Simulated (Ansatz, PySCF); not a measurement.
Energy landscape of H3Si (anion, charge -1), singlet: umbrella (inversion) coordinate, bond length relaxed. Scanned: angle between the Si-H bonds and the threefold axis (90 = planar). Other coordinates (Si-H bond length) were minimised at B3LYP/def2-TZVP.

- MP2/aug-cc-pVQZ = MP2 on RHF/aug-cc-pVQZ, frozen core (Ansatz, a quantum-chemistry and plane-wave program)
- CCSD/aug-cc-pVQZ = CCSD on RHF/aug-cc-pVQZ, frozen core in Ansatz
- RHF/def2-TZVPD (PySCF)

Energies in kcal/mol, each method relative to its own lowest point.

| a / ° | MP2/aug-cc-pVQZ | CCSD/aug-cc-pVQZ | RHF |
|---|---|---|---|
| 90 | 22.9 | 24.5 | 32.9 |
| 93.90 | 22.0 | 23.6 | 31.4 |
| 96.90 | 20.2 | 21.7 | 28.4 |
| 99.90 | 17.6 | 18.9 | ? |
| 102.90 | 14.5 | 15.5 | 19.5 |
| 105.90 | 11.1 | 11.9 | 14.5 |
| 108.90 | 7.7 | 8.3 | 9.8 |
| 111.90 | 4.7 | 5.0 | ? |
| 114.90 | 2.3 | 2.4 | 2.6 |
| 117.90 | 0.6 | 0.7 | 0.7 |
| 120.90 | 0.0 | 0.0 | 0.0 |
| 123.90 | 0.5 | 0.4 | 0.8 |
| 126.90 | 2.2 | 2.1 | ? |
| 129.90 | 5.1 | 5.1 | ? |
| 132 | 7.9 | 7.9 | ? |

Q: Complete the blanks.

A: 
- 99.90, RHF: 24.3
- 111.90, RHF: 5.7
- 126.90, RHF: 3.1
- 129.90, RHF: 7.0
- 132, RHF: 10.7
